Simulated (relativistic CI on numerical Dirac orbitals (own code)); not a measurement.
# Calculated levels, Kr XXVIII

Calculated at this level of theory: Dirac-Coulomb-Breit CI, orbitals from a KLI potential per configuration, QED by a radiative potential, unscaled Slater integrals (own radial code, finite nucleus).

CI space (outside the closed core 1s2): 2s2 2p5, 2s 2p6, 2p6 3s, 2p6 3p, 2p6 3d, 2s2 2p4 3s, 2s2 2p4 3p, 2s2 2p4 3d, 2s 2p5 3s, 2s 2p5 3p, 2s 2p5 3d, 2s2 2p4 4s, 2s2 2p4 4p, 2s2 2p4 4d, 2s2 2p4 4f, 2s 2p5 4s. Levels of other configurations are missing.

The lowest level is 2s2 2p5 2P°_3/2, with 100 % of that term; Hund's rules for 2s2 2p5 give 2P° with J = 3/2, in agreement.

| No. | Configuration | Term | J | E (Ry) | % | Next component (%) |
| --- | --- | --- | --- | --- | --- | --- |
| 1 | 2s2 2p5 | 2P° | 3/2 | 0.000 | 100 |  |
| 2 | 2s2 2p5 | 2P° | 1/2 | 4.067 | 100 |  |
| 3 | 2s 2p6 | 2S | 1/2 | 17.441 | 100 |  |
| 4 | 2p4(3P) 3s | 4P | 5/2 | 126.279 | 80 | 20 2D |
| 5 | 2p4(3P) 3s | 2P | 3/2 | 126.648 | 60 | 23 2D |
| 6 | 2p4(1S) 3s | 2S | 1/2 | 127.856 | 47 | 39 4P |
| 7 | 2p4(3P) 3p | 4P° | 3/2 | 129.849 | 43 | 23 2P° |
| 8 | 2p4(3P) 3p | 4D° | 5/2 | 130.001 | 33 | 28 2D° |
| 9 | 2p4(3P) 3s | 4P | 3/2 | 130.168 | 82 | 17 2P |
| 10 | 2p4(3P) 3s | 2P | 1/2 | 130.462 | 69 | 30 4P |
| 11 | 2p4(3P) 3p | 2P° | 1/2 | 130.828 | 63 | 19 4P° |
| 12 | 2p4(3P) 3p | 2D° | 5/2 | 130.932 | 50 | 40 4P° |
| 13 | 2p4(3P) 3p | 4D° | 7/2 | 130.995 | 79 | 21 2F° |
| 14 | 2p4(1D) 3s | 2D | 5/2 | 131.156 | 80 | 20 4P |
| 15 | 2p4(1D) 3s | 2D | 3/2 | 131.277 | 75 | 23 2P |
| 16 | 2p4(1S) 3p | 2P° | 1/2 | 131.576 | 41 | 34 4D° |
| 17 | 2p4(3P) 3p | 2D° | 3/2 | 132.176 | 35 | 33 4S° |
| 18 | 2p4(1S) 3p | 2P° | 3/2 | 132.663 | 43 | 35 4D° |
| 19 | 2p4(3P) 3p | 4P° | 1/2 | 133.636 | 61 | 18 4D° |
| 20 | 2p4(3P) 3p | 2P° | 3/2 | 134.005 | 39 | 37 4D° |
| 21 | 2p4(1D) 3p | 2F° | 5/2 | 134.743 | 57 | 35 2D° |
| 22 | 2p4(3P) 3p | 4D° | 5/2 | 134.768 | 64 | 19 4P° |
| 23 | 2p4(3P) 3p | 2S° | 1/2 | 135.003 | 33 | 33 2P° |
| 24 | 2p4(3P) 3p | 2D° | 3/2 | 135.053 | 53 | 25 4S° |
| 25 | 2p4(3P) 3d | 4D | 5/2 | 135.354 | 56 | 15 2D |
| 26 | 2p4(3P) 3d | 4D | 3/2 | 135.373 | 43 | 23 2D |
| 27 | 2p4(3P) 3d | 4D | 7/2 | 135.463 | 54 | 28 4F |
| 28 | 2p4(1D) 3d | 2P | 1/2 | 135.503 | 45 | 29 4P |
| 29 | 2p4(1S) 3s | 2S | 1/2 | 135.657 | 49 | 29 4P |
| 30 | 2p4(3P) 3d | 4F | 9/2 | 135.725 | 78 | 22 2G |
| 31 | 2p4(1D) 3p | 2F° | 7/2 | 135.745 | 79 | 21 4D° |
| 32 | 2p4(1D) 3p | 2P° | 3/2 | 135.770 | 51 | 28 2D° |
| 33 | 2p4(3P) 3d | 2F | 7/2 | 135.771 | 62 | 22 2G |
| 34 | 2p4(3P) 3p | 2P° | 3/2 | 136.002 | 56 | 39 2D° |
| 35 | 2p4(1D) 3p | 2D° | 5/2 | 136.086 | 77 | 13 2F° |
| 36 | 2p4(3P) 3d | 4P | 1/2 | 136.178 | 44 | 34 2P |
| 37 | 2p4(3P) 3d | 2D | 3/2 | 136.482 | 48 | 34 4P |
| 38 | 2p4(3P) 3d | 2D | 5/2 | 136.760 | 37 | 35 2F |
| 39 | 2p4(1S) 3d | 2D | 3/2 | 137.234 | 39 | 35 4F |
| 40 | 2p4(1D) 3p | 2P° | 1/2 | 137.263 | 81 | 11 4D° |
| 41 | 2p4(1S) 3d | 2D | 5/2 | 137.491 | 46 | 29 4F |
| 42 | 2p4(3P) 3d | 4D | 1/2 | 139.046 | 74 | 20 2P |
| 43 | 2p4(3P) 3d | 4D | 3/2 | 139.374 | 39 | 18 4F |
| 44 | 2p4(3P) 3d | 4F | 7/2 | 139.473 | 49 | 32 4D |
| 45 | 2p4(3P) 3d | 4F | 5/2 | 139.750 | 44 | 27 2D |

Energies count from the lowest computed level; ° marks odd parity. Percentages are summed over parent terms; the parents shown are those of the largest component, closed shells are left out there.

The mean weight of the leading LS term, summed over parents, in these 45 levels is 59 %, and that of the leading jj configuration (from the same eigenvectors) 89 %, so jj coupling describes them better and the LS labels are nominal.

At this charge energies of transitions that change n are usually good to better than 1 %, and those within a shell (Δn = 0) to a few per cent.

LS names give the leading component of a level, which can be under half, so a name can repeat, a term be missing and a line seem to break the LS rules.
